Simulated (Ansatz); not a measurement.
`F[Si]([SiH3])Br` radical at its PBE0-D4/def2-TZVP geometry, where that method's forces vanish. Charge 0, multiplicity 2.

```xyz
7

F    -1.6883    0.8495    1.4914
Si   -0.3529   -0.0285    1.3540
Si    0.1071   -0.4211   -0.9259
Br    1.3128    1.1631    2.2251
H     1.3630   -1.2107   -0.9743
H    -1.0109   -1.2097   -1.5036
H     0.2692    0.8575   -1.6667
```

Q: What forces (eV/Å) does r2SCAN-D4/def2-TZVPP give on these atoms in the Gaussian-basis code of Ansatz? (Estimate.)

A: Ansatz gave: 
```
F1  -0.066  0.036  0.004
Si2  0.012 -0.068 -0.039
Si3 -0.008 -0.013  0.021
Br4  0.059  0.038  0.034
H5  -0.021  0.015 -0.014
H6   0.024  0.014 -0.006
H7   0.001 -0.022  0.000
```
